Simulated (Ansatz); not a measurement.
Born–Oppenheimer molecular dynamics of a periodic cell of 26 atoms, AgH16O8F (contents 8 H2O + 1 Ag + 1 F, density as packed 1.58 g/cm³ with natural masses). It starts from a partly relaxed structure (largest force component 0.30 eV/Å).

Level of theory: DFT PBE-D3(BJ), scalar-relativistic, plane waves, PAW in Ansatz 0.2.0. Settings: accuracy low, cutoff 420 eV, k mesh 1x1x1, fermi-dirac smearing 0.02 eV, no spin polarisation.

| Quantity | Value |
| --- | --- |
| ensemble | NVT, Langevin thermostat |
| time step | 0.5 fs |
| steps asked | 300 |
| set temperature | 500 K |
| friction | 0.02 /fs |
| seed | 352859 |

Frames 1 fs apart, positions in Å, forces in eV/Å.

Velocities at 105.0 fs (Å/ps):

```
O 4.43 0.20 -5.08
H 1.15 -20.33 -8.75
H 3.07 -10.80 25.35
O -8.39 -5.77 1.60
H -4.85 40.19 -18.02
H -18.46 16.71 29.08
O 6.23 9.17 -5.28
H -0.11 -41.57 -21.98
H -25.71 6.28 -13.21
O -3.89 1.79 -0.22
H 3.28 -10.87 8.62
H -31.00 -14.74 -5.61
O 2.96 -2.36 -1.30
H 1.40 -35.61 4.76
H -0.59 43.35 13.55
O 0.84 0.64 1.44
H -12.29 -15.66 -14.42
H 4.28 -4.34 -39.73
O 0.74 3.48 -8.59
H 7.83 24.35 3.65
H 30.88 9.54 -19.69
O -3.57 -5.81 14.02
H -18.69 -14.29 12.37
H -0.91 9.03 -30.18
Ag -2.08 0.50 -0.58
F -11.25 -1.72 2.26
```

```xyz
26
Lattice="6.5731 0.0000 0.0000 0.0000 6.5731 0.0000 0.0000 0.0000 6.5731" Properties=species:S:1:pos:R:3:forces:R:3 time_fs=105.0 energy_less_start_eV=1.448 T=501
O 2.591 3.637 6.241 0.65 -0.38 1.91
H 2.842 3.233 5.424 0.55 -1.06 -1.90
H 1.800 4.122 6.129 -1.61 1.14 -0.19
O 1.796 6.247 3.885 -0.68 -2.49 2.16
H 1.771 7.027 3.392 0.53 2.31 -1.86
H 2.551 5.626 3.752 0.46 1.00 -0.39
O 5.088 1.632 1.960 -2.90 -0.72 0.47
H 4.402 1.700 2.768 1.39 0.44 -1.16
H 4.504 1.247 1.239 0.92 0.42 0.87
O -0.179 3.014 4.702 2.84 -0.93 -0.33
H -1.078 2.847 4.519 -2.91 -0.54 -0.19
H 0.295 2.395 4.053 -0.20 0.94 0.62
O 4.777 4.162 0.662 3.33 0.46 2.00
H 4.846 3.291 1.107 0.14 0.14 -0.01
H 3.928 4.152 0.264 -2.68 -0.06 -1.34
O 0.674 5.407 0.137 -0.98 0.84 0.23
H 0.373 6.335 0.046 0.67 -0.15 -0.05
H -0.174 5.011 0.443 -0.26 -0.61 -0.08
O 1.108 2.058 2.340 -1.36 -1.38 0.16
H 1.270 2.978 2.168 0.44 0.95 -0.32
H 0.154 1.899 2.026 1.11 0.15 0.32
O 4.182 5.058 3.455 -0.03 0.01 -1.12
H 3.849 4.104 3.561 0.38 -0.42 0.49
H 4.328 5.121 2.471 -0.11 -0.19 0.43
Ag 6.503 5.160 4.006 -0.18 0.31 0.03
F 3.617 2.663 4.114 0.48 -0.19 -0.73
26
Lattice="6.5731 0.0000 0.0000 0.0000 6.5731 0.0000 0.0000 0.0000 6.5731" Properties=species:S:1:pos:R:3:forces:R:3 time_fs=106.0 energy_less_start_eV=1.387 T=532
O 2.595 3.637 6.236 0.82 -0.62 1.20
H 2.845 3.209 5.406 0.23 -0.56 -1.08
H 1.792 4.116 6.149 -1.44 0.98 -0.27
O 1.788 6.243 3.888 -1.52 0.91 0.56
H 1.767 7.077 3.366 0.59 -0.41 -0.12
H 2.537 5.644 3.780 1.21 0.38 -0.54
O 5.093 1.641 1.955 -3.29 -1.13 -0.27
H 4.410 1.660 2.746 1.30 0.59 -0.85
H 4.482 1.257 1.228 1.40 0.63 1.20
O -0.182 3.015 4.701 2.20 -1.03 -0.42
H -1.089 2.833 4.527 -2.52 -0.36 -0.02
H 0.264 2.389 4.048 0.02 0.87 0.56
O 4.781 4.159 0.662 3.06 -0.34 2.17
H 4.850 3.258 1.106 -0.07 1.08 -0.46
H 3.917 4.192 0.276 -2.23 -0.22 -1.10
O 0.674 5.408 0.139 -0.56 0.30 0.19
H 0.367 6.317 0.032 0.50 0.53 -0.12
H -0.175 5.002 0.405 -0.52 -0.77 0.09
O 1.108 2.061 2.331 -0.04 -0.07 0.28
H 1.282 3.006 2.170 0.23 -0.24 -0.09
H 0.192 1.909 2.005 0.09 -0.02 -0.02
O 4.178 5.053 3.469 0.10 -0.04 -2.26
H 3.835 4.091 3.575 0.51 -0.12 0.37
H 4.322 5.130 2.449 -0.27 -0.43 1.68
Ag 6.500 5.161 4.005 -0.25 0.29 -0.02
F 3.605 2.662 4.116 0.43 -0.20 -0.66
26
Lattice="6.5731 0.0000 0.0000 0.0000 6.5731 0.0000 0.0000 0.0000 6.5731" Properties=species:S:1:pos:R:3:forces:R:3 time_fs=107.0 energy_less_start_eV=1.405 T=510
O 2.598 3.637 6.229 0.09 -0.40 0.33
H 2.849 3.181 5.381 -0.07 0.01 -0.17
H 1.765 4.117 6.162 -0.32 0.31 -0.25
O 1.779 6.239 3.892 -1.77 2.80 -0.47
H 1.768 7.119 3.340 0.54 -1.98 0.91
H 2.538 5.661 3.804 1.50 0.11 -0.56
O 5.096 1.648 1.950 -2.88 -1.27 -0.98
H 4.431 1.624 2.714 0.80 0.66 -0.11
H 4.474 1.274 1.227 1.48 0.60 1.08
O -0.185 3.014 4.699 0.28 -1.04 -0.35
H -1.121 2.813 4.536 -1.03 0.04 0.30
H 0.230 2.394 4.046 0.41 0.48 0.19
O 4.788 4.157 0.665 1.74 -0.60 1.70
H 4.846 3.235 1.101 -0.15 1.58 -0.64
H 3.888 4.224 0.281 -0.89 -0.47 -0.54
O 0.675 5.408 0.143 -0.48 -0.14 0.24
H 0.364 6.305 0.019 0.36 0.89 -0.17
H -0.180 4.985 0.368 -0.50 -0.72 0.15
O 1.109 2.064 2.321 1.44 0.97 0.61
H 1.294 3.029 2.172 0.05 -1.12 0.06
H 0.229 1.919 1.983 -1.14 -0.21 -0.48
O 4.173 5.048 3.481 0.14 -0.01 -2.66
H 3.827 4.083 3.593 0.55 0.02 0.27
H 4.313 5.135 2.444 -0.30 -0.58 2.17
Ag 6.498 5.161 4.005 -0.29 0.26 -0.07
F 3.591 2.661 4.118 0.42 -0.19 -0.56
26
Lattice="6.5731 0.0000 0.0000 0.0000 6.5731 0.0000 0.0000 0.0000 6.5731" Properties=species:S:1:pos:R:3:forces:R:3 time_fs=108.0 energy_less_start_eV=1.491 T=475
O 2.599 3.637 6.222 -0.66 -0.14 -0.31
H 2.851 3.159 5.353 -0.25 0.44 0.52
H 1.736 4.120 6.168 0.74 -0.25 -0.22
O 1.768 6.237 3.897 -1.23 3.30 -1.07
H 1.770 7.142 3.320 0.40 -2.62 1.40
H 2.554 5.678 3.819 1.11 0.28 -0.47
O 5.097 1.654 1.944 -1.90 -1.13 -1.53
H 4.458 1.590 2.682 0.09 0.63 0.93
H 4.475 1.296 1.235 1.23 0.38 0.54
O -0.186 3.013 4.696 -1.64 -0.97 -0.11
H -1.164 2.793 4.543 0.51 0.43 0.54
H 0.202 2.403 4.045 0.75 0.03 -0.27
O 4.795 4.153 0.669 0.35 -0.27 1.00
H 4.835 3.230 1.091 -0.12 1.51 -0.56
H 3.852 4.250 0.279 0.41 -0.76 -0.06
O 0.677 5.407 0.147 -0.76 -0.62 0.33
H 0.364 6.298 0.014 0.25 1.05 -0.19
H -0.189 4.958 0.327 -0.16 -0.45 0.15
O 1.111 2.067 2.313 2.05 1.30 0.81
H 1.307 3.040 2.175 -0.05 -1.42 0.08
H 0.249 1.923 1.958 -1.61 -0.25 -0.69
O 4.169 5.043 3.491 0.11 0.06 -2.47
H 3.826 4.078 3.616 0.52 0.04 0.18
H 4.300 5.135 2.458 -0.25 -0.63 2.04
Ag 6.495 5.162 4.005 -0.30 0.23 -0.10
F 3.578 2.660 4.120 0.43 -0.18 -0.45
26
Lattice="6.5731 0.0000 0.0000 0.0000 6.5731 0.0000 0.0000 0.0000 6.5731" Properties=species:S:1:pos:R:3:forces:R:3 time_fs=109.0 energy_less_start_eV=1.531 T=467
O 2.600 3.639 6.216 -0.97 -0.08 -0.69
H 2.851 3.144 5.329 -0.32 0.72 0.96
H 1.717 4.121 6.171 1.27 -0.47 -0.20
O 1.756 6.236 3.902 -0.35 3.07 -1.32
H 1.777 7.141 3.313 0.22 -2.65 1.53
H 2.578 5.699 3.832 0.45 0.54 -0.35
O 5.098 1.659 1.936 -0.63 -0.73 -1.53
H 4.480 1.559 2.655 -0.52 0.53 1.89
H 4.486 1.321 1.250 0.60 -0.02 -0.45
O -0.190 3.011 4.694 -2.81 -0.77 0.22
H -1.200 2.785 4.552 1.43 0.62 0.60
H 0.182 2.407 4.045 0.95 -0.36 -0.69
O 4.802 4.149 0.675 -0.64 0.72 0.18
H 4.824 3.244 1.072 -0.05 0.70 -0.16
H 3.819 4.267 0.276 1.23 -0.98 0.19
O 0.677 5.404 0.151 -1.15 -0.54 0.25
H 0.369 6.305 0.011 0.27 0.54 -0.09
H -0.196 4.923 0.280 0.16 -0.05 0.19
O 1.115 2.071 2.305 1.61 0.99 0.69
H 1.321 3.037 2.179 -0.06 -1.22 0.01
H 0.253 1.926 1.928 -1.14 -0.13 -0.50
O 4.165 5.040 3.498 -0.05 -0.07 -1.53
H 3.828 4.071 3.637 0.49 0.13 0.12
H 4.288 5.127 2.495 -0.13 -0.53 1.14
Ag 6.493 5.162 4.004 -0.32 0.20 -0.11
F 3.566 2.660 4.120 0.45 -0.15 -0.37
26
Lattice="6.5731 0.0000 0.0000 0.0000 6.5731 0.0000 0.0000 0.0000 6.5731" Properties=species:S:1:pos:R:3:forces:R:3 time_fs=110.0 energy_less_start_eV=1.549 T=435
O 2.601 3.643 6.209 -0.83 -0.19 -0.80
H 2.844 3.138 5.315 -0.30 0.81 1.12
H 1.714 4.113 6.172 1.20 -0.37 -0.19
O 1.746 6.239 3.906 0.61 2.31 -1.24
H 1.789 7.114 3.318 0.04 -2.15 1.33
H 2.605 5.720 3.844 -0.26 0.74 -0.22
O 5.099 1.664 1.927 0.54 -0.20 -0.76
H 4.501 1.531 2.645 -0.72 0.42 2.32
H 4.499 1.348 1.264 -0.35 -0.51 -1.66
O -0.196 3.007 4.691 -3.13 -0.76 0.27
H -1.222 2.785 4.561 1.82 0.63 0.56
H 0.172 2.407 4.037 0.91 -0.38 -0.73
O 4.807 4.145 0.681 -1.16 2.04 -0.63
H 4.816 3.262 1.050 0.00 -0.57 0.39
H 3.799 4.273 0.273 1.63 -1.08 0.30
O 0.676 5.401 0.156 -1.52 -0.19 0.07
H 0.380 6.322 0.012 0.34 -0.27 0.04
H -0.200 4.887 0.227 0.43 0.40 0.29
O 1.119 2.074 2.297 0.50 0.22 0.34
H 1.336 3.025 2.179 0.01 -0.63 -0.10
H 0.244 1.929 1.895 -0.12 0.09 -0.02
O 4.160 5.037 3.504 -0.28 -0.29 0.04
H 3.830 4.064 3.659 0.45 0.21 0.09
H 4.275 5.114 2.540 0.06 -0.34 -0.40
Ag 6.490 5.161 4.004 -0.32 0.17 -0.12
F 3.555 2.659 4.118 0.47 -0.11 -0.32
26
Lattice="6.5731 0.0000 0.0000 0.0000 6.5731 0.0000 0.0000 0.0000 6.5731" Properties=species:S:1:pos:R:3:forces:R:3 time_fs=111.0 energy_less_start_eV=1.582 T=448
O 2.602 3.647 6.201 -0.19 -0.53 -0.68
H 2.829 3.137 5.313 -0.18 0.74 1.03
H 1.728 4.097 6.168 0.47 0.05 -0.16
O 1.737 6.243 3.910 1.29 1.21 -0.75
H 1.804 7.071 3.331 -0.14 -1.05 0.72
H 2.626 5.750 3.853 -0.70 0.67 -0.07
O 5.101 1.669 1.918 1.01 0.15 1.02
H 4.509 1.512 2.656 -0.17 0.52 1.64
H 4.511 1.373 1.274 -1.36 -0.99 -2.77
O -0.204 3.001 4.690 -2.84 -0.80 0.21
H -1.225 2.785 4.574 1.70 0.55 0.47
H 0.167 2.402 4.029 0.78 -0.24 -0.60
O 4.811 4.142 0.686 -1.46 3.02 -1.17
H 4.807 3.271 1.029 0.06 -1.62 0.82
H 3.791 4.268 0.274 1.84 -1.02 0.33
O 0.674 5.398 0.160 -1.58 -0.04 -0.10
H 0.393 6.333 0.016 0.29 -0.78 0.12
H -0.195 4.853 0.173 0.53 0.78 0.43
O 1.123 2.079 2.291 -0.58 -0.52 -0.02
H 1.348 3.013 2.176 0.12 0.00 -0.19
H 0.229 1.937 1.865 0.80 0.25 0.46
O 4.157 5.034 3.511 -0.52 -0.47 1.71
H 3.826 4.058 3.675 0.44 0.25 0.09
H 4.260 5.099 2.578 0.26 -0.16 -2.07
Ag 6.488 5.160 4.003 -0.35 0.13 -0.13
F 3.545 2.657 4.114 0.47 -0.10 -0.32
26
Lattice="6.5731 0.0000 0.0000 0.0000 6.5731 0.0000 0.0000 0.0000 6.5731" Properties=species:S:1:pos:R:3:forces:R:3 time_fs=112.0 energy_less_start_eV=1.566 T=471
O 2.603 3.650 6.192 0.90 -0.96 -0.24
H 2.814 3.142 5.324 -0.03 0.48 0.60
H 1.751 4.076 6.164 -0.80 0.70 -0.15
O 1.729 6.248 3.913 1.56 -0.20 0.17
H 1.818 7.020 3.341 -0.26 0.65 -0.36
H 2.640 5.795 3.858 -0.81 0.30 0.11
O 5.104 1.674 1.909 0.34 -0.08 2.28
H 4.507 1.497 2.681 0.65 0.76 0.37
H 4.511 1.393 1.264 -1.52 -1.01 -2.74
O -0.214 2.996 4.688 -1.73 -1.09 -0.20
H -1.209 2.783 4.586 1.01 0.39 0.34
H 0.172 2.397 4.011 0.45 0.23 -0.10
O 4.815 4.140 0.691 -1.59 3.03 -1.25
H 4.798 3.265 1.016 0.13 -1.77 0.90
H 3.799 4.254 0.279 1.88 -0.84 0.32
O 0.671 5.393 0.164 -1.32 -0.06 -0.21
H 0.404 6.334 0.020 0.17 -0.90 0.13
H -0.180 4.826 0.120 0.44 0.96 0.56
O 1.126 2.083 2.284 -1.10 -0.93 -0.16
H 1.362 3.006 2.171 0.23 0.43 -0.25
H 0.224 1.954 1.844 1.17 0.28 0.67
O 4.153 5.031 3.520 -0.59 -0.52 2.47
H 3.820 4.053 3.695 0.42 0.26 0.11
H 4.245 5.079 2.598 0.35 -0.09 -2.86
Ag 6.486 5.159 4.003 -0.39 0.10 -0.15
F 3.534 2.656 4.112 0.47 -0.12 -0.37
```

Of the whole run (150 fs, mean temperature of the second half 487 K): A run of 0.15 ps of so small a system gives no equilibrium averages. Limits of this set-up: coarse k mesh, low accuracy level.

The run took 8.1 min on 1 thread of Arm Neoverse V1, with other jobs on the host, peak memory 0.41 GiB.
